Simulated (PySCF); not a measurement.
SMILES C(/B)=C/C (C3H7B) (GFN2-xTB optimised geometry):

```
11

B      1.405    -0.988     0.000
C     -0.134    -0.988     0.000
C     -0.957     0.072     0.000
C     -0.570     1.507    -0.008
H      2.032    -0.002     0.062
H      1.971    -2.011    -0.060
H     -0.632    -1.953    -0.003
H     -2.032    -0.087    -0.001
H     -1.013     2.011     0.851
H      0.506     1.636     0.017
H     -0.966     1.988    -0.903
```

Level of theory: B3LYP/def2-TZVP (PySCF).

### Question
What are the frontier orbital energies and the dipole moment?

### Answer
HOMO-2 -9.06 eV, HOMO-1 -8.64 eV, HOMO -7.68 eV, LUMO -2.12 eV, LUMO+1 0.97 eV; dipole moment 1.79 D.

Meta-Löwdin charges at B3LYP/def2-TZVP: B1 -0.03, C2 -0.23, C3 0.00, C4 -0.34, H5 0.00, H6 0.00, H7 0.11, H8 0.11, H9 0.13, H10 0.13, H11 0.13.
